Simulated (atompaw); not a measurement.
## Before and after: PAW (atompaw) potential for Ti (Z = 22)

titanium (Ti), PAW, made with atompaw 4.2.0.5 (LDA (PW92), scalar-relativistic). Core [Ne], reference 3s2 3p6 3d2 4s2 4p0. Waves: 3s (bound): rc 1.55 bohr; 4s (bound): rc 2.20 bohr; 3p (bound): rc 1.75 bohr; 4p (bound, empty): rc 2.20 bohr; 3d (bound): rc 2.20 bohr; 3d channel at 0.4 Ry: rc 2.20 bohr. Local part: troulliermartins scheme with l = 3 at 0 Ry, radius 1.60 bohr. Core correction: smooth core density matched at 1.15 bohr. Augmentation charge: besselshape compensation charge, radius 1.70 bohr; PAW radius 2.20 bohr; waves and projectors: custom polynom2 7 10 vanderbiltortho.

All-electron outer shells of the reference configuration (LDA (PW92), scalar-relativistic, ld1.x):

```csv
shell,level (eV),outermost node (bohr),outermost maximum (bohr)
2s,-535.46,0.09,0.27
2p,-443.97,–,0.22
3s,-62.27,0.40,0.87
3p,-38.79,0.37,0.90
4s,-4.59,1.25,2.88
3d,-4.46,–,0.97
4p,-1.54,1.39,3.80
```

Change: local potential vpsmatchnc scheme with l = 3 at 0 Ry, radius 1.60 bohr.

Cutoffs: the cutoffs (Ry, on a coarse ladder) from which the occupation-weighted sum of valence levels, in a spherical-Bessel basis at the reference potential, stays within 10 and 1 mRy of its value at 400 Ry; they do not see the model core or the augmentation charge, which bear on the density cutoff.

Problem. What does the change do?

Solution. The potential gets neither clearly harder nor softer (25 Ry and 50 Ry → 25 Ry and 50 Ry); the range in which the s phases agree narrows (upper end 2.3 → 0.6); neither file shows a bound ghost.

```csv
quantity,base,changed
"cutoff, loose",25 Ry,25 Ry
"cutoff, tight",50 Ry,50 Ry
bound ghosts,none,none
s: phases at 2.21 bohr within 0.05 rad from the reference energy up to (Ry; the scan ends near 5),2.3,0.6
p: phases at 2.21 bohr within 0.05 rad from the reference energy up to (Ry; the scan ends near 5),0.9,0.9
d: phases at 2.21 bohr within 0.05 rad from the reference energy up to (Ry; the scan ends near 5),2.6,2.7
lowest overlap eigenvalue by channel,"s 0.51, p 0.65, d 0.94","s 0.52, p 0.65, d 0.94"
```

 The cutoffs see the waves, projectors and local potential, not the compensation charge or the core.
